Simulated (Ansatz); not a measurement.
Consider the redistribution: `C#[C][SnH2][CH3]` + `C=C(O)BF` → `C#[C][SnH]([CH3])[F]` + `BC(=C)O`.

Calculated with Ansatz (gas phase, PBE0-D4/def2-TZVP geometries, no zero-point term in ΔE). CBS: MP2 limit from def2 TZ/QZ plus the TZ coupled-cluster correction, frozen cores. Functionals use def2-TZVPP. HSE06 is defined as in plane-wave codes. def2 core potentials past Kr. For Sn outer-core shells are correlated without core-valence functions, which leaves a few kJ/mol of doubt a bond. One conformer a species, not always the lowest.

```json
{"level": "PBE-D4", "ΔE (kJ/mol)": "77.8", "difference from CCSD(T)/CBS": "4.1"}
{"level": "revPBE-D4", "ΔE (kJ/mol)": "74.1", "difference from CCSD(T)/CBS": "0.4"}
{"level": "B97M-V", "ΔE (kJ/mol)": "80.5", "difference from CCSD(T)/CBS": "6.8"}
{"level": "PBE0-D4", "ΔE (kJ/mol)": "83.0", "difference from CCSD(T)/CBS": "9.3"}
{"level": "r2SCAN0-D4", "ΔE (kJ/mol)": "84.0", "difference from CCSD(T)/CBS": "10.3"}
{"level": "BHLYP-D4", "ΔE (kJ/mol)": "80.9", "difference from CCSD(T)/CBS": "7.2"}
{"level": "CAM-B3LYP-D4", "ΔE (kJ/mol)": "81.1", "difference from CCSD(T)/CBS": "7.4"}
{"level": "B2PLYP", "ΔE (kJ/mol)": "78.4", "difference from CCSD(T)/CBS": "4.7"}
{"level": "HSE06", "ΔE (kJ/mol)": "83.3", "difference from CCSD(T)/CBS": "9.6"}
{"level": "LC-ωPBE", "ΔE (kJ/mol)": "80.8", "difference from CCSD(T)/CBS": "7.1"}
{"level": "CCSD(T)/def2-SVP", "ΔE (kJ/mol)": "101.7", "difference from CCSD(T)/CBS": "28.0"}
{"level": "SCS-MP2/def2-TZVPP", "ΔE (kJ/mol)": "80.2", "difference from CCSD(T)/CBS": "6.5"}
{"level": "CCSD/def2-TZVPP", "ΔE (kJ/mol)": "86.3", "difference from CCSD(T)/CBS": "12.6"}
{"level": "MP2/def2-QZVPP", "ΔE (kJ/mol)": "76.3", "difference from CCSD(T)/CBS": "2.6"}
{"level": "SCS-MP2/def2-QZVPP", "ΔE (kJ/mol)": "73.0", "difference from CCSD(T)/CBS": "-0.7"}
{"level": "MP2/CBS(def2)", "ΔE (kJ/mol)": "72.6", "difference from CCSD(T)/CBS": "-1.1"}
{"level": "CCSD(T)/CBS", "ΔE (kJ/mol)": "73.7", "difference from CCSD(T)/CBS": "0"}
```

**Question.** What do rigid-rotor, harmonic-oscillator terms from PBE0-D4/def2-TZVP frequencies (298.15 K, 1 bar) make of the CCSD(T)/CBS value? (Best estimate.)

**Answer.** Computed: ΔZPE = +0.6 kJ/mol, ΔH = +75.6 kJ/mol, ΔS = 7 J/(mol·K), ΔG = +73.6 kJ/mol.

Largest T1 diagnostic among the species: 0.013.

From PBE to PBE0 (25 % exact exchange), in def2-TZVPP and without D4, ΔE moves by +5.2 kJ/mol. At CCSD(T), def2-SVP lies +28.0 kJ/mol from the extrapolated value and def2-TZVPP +11.4 kJ/mol. Leaving LDA and LC-ωPBE aside and taking each functional with its dispersion term where it has one, the values, not all of them listed here, spread over 14.0 kJ/mol, from BLYP-D4 to PBE-QIDH. LDA lies +19.6 kJ/mol from PBE without D4.
